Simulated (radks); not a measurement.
Correlation energies from several functionals, in hartree. Species: N4+ [He] 2s1; Ag+ [Kr] 4d10. Calculated with a radial shooting solver on a logarithmic mesh with Libxc functionals: non-relativistic Kohn-Sham, exchange-only PBE, spin-polarised, spherical densities, point nucleus. Every spin shell is full or empty, so the densities are truly spherical. Functionals are evaluated on that one density, not self-consistently.

PW92: N4+ -0.21461; Ag+ -4.4087
VWN5: N4+ -0.21564; Ag+ -4.4282
PZ: N4+ -0.21381; Ag+ -4.4064
Chachiyo: N4+ -0.21098; Ag+ -4.3495
PBE: N4+ -0.056891; Ag+ -2.4536
PBEsol: N4+ -0.073701; Ag+ -2.7764
LYP: N4+ -0.074518; Ag+ -2.3435
P86: N4+ -0.065680; Ag+ -2.7755
OP (B88): N4+ -0.078154; Ag+ -2.2797
TPSS: N4+ -0.055113; Ag+ -2.4554
SCAN: N4+ -0.055974; Ag+ -2.4482
r2SCAN: N4+ -0.056074; Ag+ -2.4614
